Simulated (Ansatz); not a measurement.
Reaction (cleavage of the Ge–B bond): `[SiH3][SiH2][BH][GeH3]` + CH₃NH₂ → `C[NH][GeH3]` + `B[SiH2][SiH3]`

Isolated molecules relaxed with PBE0-D4/def2-TZVP in Ansatz; ΔE leaves out vibrations. CCSD(T)/CBS adds triple-zeta CCSD(T) − MP2 to the extrapolated MP2 energy (def2 sets, frozen cores). Functionals use def2-TZVPP. For Ge outer-core shells are correlated without core-valence functions, which leaves a few kJ/mol of doubt a bond. Scalar relativity is left out up to krypton. Each species was taken in one conformer, which may not be the lowest.

`[SiH3][SiH2][BH][GeH3]`:

Z-matrix (Å, degrees):
```
Si
Si 1 2.361
H 1 1.487 2 110.5
H 1 1.487 2 110.1 3 120.1
H 1 1.488 2 109.8 3 -120.1
B 2 1.975 1 98.7 3 -62.5
H 2 1.489 1 106.7 3 178.3
H 2 1.489 1 108.1 3 60.4
Ge 6 2.057 2 121.5 1 -83.7
H 6 1.196 2 120.3 1 89.4
H 9 1.544 6 107.7 2 -113.4
H 9 1.540 6 112.3 2 128.9
H 9 1.539 6 113.7 2 5.7
```

CH₃NH₂:

Cartesian coordinates in Å:
```
C -0.266 -0.091 0.494
N 0.590 0.353 -0.593
H -1.017 -0.848 0.224
H -0.795 0.769 0.912
H 0.351 -0.505 1.295
H 0.038 0.750 -1.343
H 1.098 -0.428 -0.988
```

`C[NH][GeH3]`:

Cartesian coordinates in Å:
```
C 0.280 -1.265 -0.538
N -0.657 -0.177 -0.338
Ge -0.054 1.338 0.511
H -0.159 -2.029 -1.186
H 0.615 -1.760 0.386
H 1.172 -0.890 -1.048
H -1.537 -0.507 0.032
H -1.253 2.288 0.649
H 1.044 1.944 -0.378
H 0.549 1.057 1.910
```

`B[SiH2][SiH3]`:

```xyz
10

B    -0.864    1.096   -1.289
Si    0.015   -0.623   -0.811
Si    0.580   -0.310    1.455
H    -2.034    1.260   -1.106
H    -0.220    2.028   -1.669
H     1.278   -0.904   -1.547
H    -0.869   -1.820   -0.884
H    -0.645   -0.089    2.269
H     1.471    0.871    1.610
H     1.288   -1.512    1.972
```

CCSD(T)/CBS gives +0.07 eV.

Problem. Another level gave +0.13 eV. Which?
A. PBE0/def2-TZVPP
B. ωB97M-V/def2-TZVPP
C. HF/def2-TZVPP
D. SCS-MP2/def2-TZVPP

Solution. A. PBE0 0.13, ωB97M-V 0.04, HF/def2-TZVPP -0.14, SCS-MP2/def2-TZVPP -0.05 eV.

Largest T1 diagnostic among the species: 0.014.

From PBE to PBE0 (25 % exact exchange), in def2-TZVPP and without D4, ΔE moves by −0.04 eV. In def2-TZVPP, CCSD(T) changes the Hartree–Fock value by +0.19 eV (the triples alone add +0.02 eV) and MP2 by +0.13 eV.
